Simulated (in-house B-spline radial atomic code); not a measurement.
Atomic self-consistent-field run: Ca+. Method: Dirac-Hartree-Fock, average of configuration, Fermi nucleus of rms radius 3.4776 fm, inside a hard spherical wall at 1.24 bohr. Calculated with a B-spline radial code for spherical atoms.

Command:
```bash
python run_scf.py task.json out
```
Settings (nuclear radius in fm, mass in u):
```
Z                20
configuration    [Ar] 4p1
hamiltonian      dirac
method           hf
spin_polarised   False
nucleus          fermi
rms_radius       3.4776
atomic_mass      39.96259
speed_of_light   137.035999084
wall_radius      1.24
```

Output (hartree, bohr):
```
 radial grid: 57 intervals, B-splines of order 8, outer radius 1.24 bohr

 iter        energy (Eh)    residual
    1       -627.9448723    2.38e-01
    2       -628.2270716    1.90e-02
    3       -628.2290747    8.49e-03
    4       -628.2294362    3.83e-03
    5       -628.2295156    5.85e-04
    6       -628.2295175    2.02e-05
    7       -628.2295175    5.66e-07
    8       -628.2295175    3.61e-08

 total energy                     -628.229517
 kinetic                            815.74489
 electron-nucleus                 -1768.41926
 electron-electron                  324.44485

 first-order corrections (not in the total)
   Gaunt                            0.24081
   retardation                     -0.02249
   frequency dependence            -0.00035
   self-energy                      0.13761
   Uehling                         -0.01007
   Wichmann-Kroll                   0.00004

 orbital      occ     eigenvalue          <r>       <r^2>       <1/r>     <1/r^2>     <1/r^3>       r_max    small
 1s1/2      2.000     -143.04051    0.0769708  0.00797586     19.7126     791.964           -     0.05035  5.09e-03
 2s1/2      2.000      -11.93706     0.374027    0.165882     3.93912     65.3457           -      0.3049  8.08e-04
 2p1/2      2.000       -8.47301     0.339821    0.142985     3.83344     20.7445           -      0.2531  7.77e-04
 2p3/2      4.000       -8.34995       0.3424    0.144978     3.79399     20.0857     168.038      0.2552  7.70e-04
 3s1/2      2.000        3.61193     0.734617    0.603344     2.04334     25.5154           -      0.8132  5.30e-04
 3p1/2      2.000        4.74891     0.719169    0.586084     1.97066     7.97389           -      0.8058  4.96e-04
 3p3/2      4.000        4.79956     0.719391    0.586725     1.96712     7.81125     67.2263      0.8073  4.98e-04
 4p1/2      0.333       20.53810     0.677438    0.564507     2.38454     12.2791           -       1.002  1.06e-03
 4p3/2      0.667       20.62552     0.677538    0.564593     2.37497     11.9388      119.92       1.003  1.07e-03
```

Cost of the run: 0.29 s on 1 thread of Arm Neoverse V1 (shared host).

For the Dirac Hamiltonian the kinetic term is c α·p + (β - 1)c².
